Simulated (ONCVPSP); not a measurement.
# Reading a pseudo-wave (zinc (Zn))

Columns: radius, all-electron u(r) and pseudo u(r) of the 3s shell (level -128.92 eV) of zinc in the configuration [Ne] 3s2 3p6 3d10 4s2; PBEsol, scalar-relativistic, ONCV scheme, ONCVPSP 4.0.1.

| r (bohr) | all-electron | pseudo |
| --- | --- | --- |
| 0.065 | 0.0035 | 0.2292 |
| 0.130 | -0.6684 | 0.4494 |
| 0.195 | -0.6131 | 0.6520 |
| 0.260 | -0.1440 | 0.8295 |
| 0.325 | 0.3993 | 0.9760 |
| 0.390 | 0.8464 | 1.0876 |
| 0.455 | 1.1459 | 1.1624 |
| 0.520 | 1.3052 | 1.2004 |
| 0.585 | 1.3530 | 1.2036 |
| 0.650 | 1.3234 | 1.1760 |
| 0.715 | 1.2447 | 1.1223 |
| 0.780 | 1.1386 | 1.0486 |
| 0.845 | 1.0206 | 0.9610 |
| 0.910 | 0.9009 | 0.8654 |
| 0.975 | 0.7859 | 0.7673 |
| 1.040 | 0.6793 | 0.6709 |
| 1.105 | 0.5827 | 0.5797 |
| 1.170 | 0.4969 | 0.4961 |
| 1.235 | 0.4216 | 0.4214 |
| 1.300 | 0.3562 | 0.3561 |
| 1.365 | 0.2999 | 0.2998 |
| 1.430 | 0.2518 | 0.2517 |
| 1.495 | 0.2110 | 0.2109 |
| 1.560 | 0.1763 | 0.1763 |
| 1.625 | 0.1471 | 0.1471 |
| 1.690 | 0.1225 | 0.1225 |

(1) How many radial nodes do the two functions have?

(2) At about which radius was the pseudo-wave matched?

(3) Is the pseudo-wave norm-conserving?

## Answers

(1) The all-electron 3s function has n − l − 1 = 2; the pseudo-wave has 0, since the states of the same l below it are removed with the core.

(2) 1.30 bohr, where the columns begin to agree (steps of 0.07 bohr).

(3) Yes: the ONCV scheme keeps the norm inside the radius equal to the all-electron one, which fixes the energy derivative of the logarithmic derivative at the level.
